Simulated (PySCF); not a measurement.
Fill in the blanks.

Species: C3H6F3PSi2.
Geometry (GFN2-xTB, Å), atoms numbered from 1 in this order:
```xyz
15
C3H6F3PSi2 angstrom
C     -3.205    0.237   -0.471
C     -1.834    0.131   -0.037
C     -0.689    0.020    0.333
Si     1.076   -0.052    0.875
P      2.054    1.978    0.921
Si     2.152   -1.513   -0.509
F      1.499   -2.964   -0.516
F      3.674   -1.840   -0.179
F      2.217   -1.164   -2.061
H     -3.588    1.235   -0.258
H     -3.270    0.053   -1.543
H     -3.816   -0.498    0.052
H      1.094   -0.540    2.267
H      0.948    2.601    1.472
H      1.685    2.325   -0.370
```

```json
{"property": "point group of the GFN2-xTB geometry", "level": "GFN2-xTB", "value": "C1"}
{"property": "rotational constants A, B, C of the GFN2-xTB geometry", "level": "GFN2-xTB", "value": "1.022, 0.631, 0.447 GHz"}
{"property": "dipole moment", "level": "wB97X-D/def2-SVPD", "value": "?"}
{"property": "HOMO energy", "level": "wB97X-D/def2-SVPD", "value": "-9.47 eV"}
{"property": "LUMO energy", "level": "wB97X-D/def2-SVPD", "value": "0.60 eV"}
{"property": "lowest singlet excitation", "level": "TDDFT wB97X-D/def2-SVPD", "value": "5.77 eV (215 nm, f = 0.001)"}
{"property": "strongest line among the 8 lowest singlet transitions", "level": "TDDFT wB97X-D/def2-SVPD", "value": "?"}
{"property": "lowest triplet excitation (Tamm–Dancoff)", "level": "TDA wB97X-D/def2-SVPD", "value": "4.88 eV"}
{"property": "static isotropic polarisability", "level": "wB97X-D/def2-SVPD", "value": "113.5 au"}
{"property": "electronic spatial extent ⟨r²⟩ about the centre of nuclear charge", "level": "wB97X-D/def2-SVPD", "value": "2447 bohr²"}
{"property": "13C chemical shifts (computed TMS as zero) by class", "level": "GIAO PBE0/pcSseg-1", "value": "121.1 (C2), 77.6 (C3), 6.3 (C1) ppm"}
{"property": "1H chemical shifts (computed TMS as zero) by class", "level": "GIAO PBE0/pcSseg-1", "value": "4.64 (H13), 2.13 (H10/H11/H12), 1.59 (H14/H15) ppm"}
{"property": "isotropic shieldings of nuclei other than C and H, by class", "level": "GIAO PBE0/pcSseg-1", "value": "?"}
```

The electronic properties come from PySCF, for the isolated species, density fitting. NMR classes are plain means over equivalent atoms (diastereotopic ones count apart unless rotation or inversion swaps them), as if these changed places fast; in this geometry the members of some classes differ.

**Question.** Give the strongest line among the 8 lowest singlet transitions.

**Answer.** S6 at 6.81 eV (182 nm, f = 0.143).

**Question.** Give the dipole moment.

**Answer.** 4.76 D.

**Question.** What are the isotropic shieldings of nuclei other than C and H, by class?

**Answer.** 299 (F7/F8/F9), 394 (Si6), 438 (Si4), 594 (P5) ppm.

No computed singlet falls in the visible range (750 to 380 nm, 1.65 to 3.26 eV); S1 lies 2.51 eV above its blue end. The rotational constants make it an asymmetric top with κ = (2B − A − C)/(A − C) = -0.36, nearer the prolate limit (−1). A dipole of 4.76 D is allowed in C1, and pure rotational transitions are dipole-allowed. The principal polarisabilities are 88.5, 110.8 and 141.1 au; their mean is the isotropic value. The polarisability is 16.82 Å³ as a volume (1 au = 0.148185 Å³), or 1.21 au for each of the 94 electrons.

One conformer stands for the species.
